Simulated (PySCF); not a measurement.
## Excitation energy of Se⁺ by level of theory

Se⁺ [Ar] 3d10 4s2 4p3 (4S) → Se⁺ [Ar] 3d10 4s2 4p2 5s1 (4P), as a difference of total energies. Calculation: PySCF 2.14, in aug-cc-pVTZ-PP with one added diffuse shell each of s, d, f type with ECP10MDF (7s5p5d3f, 68 functions); a scalar-relativistic core potential. Correlated levels: valence: 3s2 3p6 3d10 frozen. The calculations carry no spin-orbit coupling.

| method | excitation energy (cm⁻¹) | error (cm⁻¹) |
| --- | --- | --- |
| UHF | 95616 | -1851 |
| LDA | 93940 | -3527 |
| PBE | 93530 | -3937 |
| PBE0 | 95410 | -2056 |
| r2SCAN | 98420 | +953 |
| CAM-B3LYP | 95187 | -2279 |
| BP86 | 93858 | -3608 |
| r2SCANh | 98487 | +1020 |
| B2PLYP | 95371 | -2096 |
| MP2 (valence) | 97026 | -441 |
| SCS-MP2 (valence) | 96628 | -838 |

Reference: 97467 cm⁻¹ (measured; NIST levels, between the centres of gravity of the two terms).

Errors of the correlated levels include the incompleteness of this basis and the frozen core.
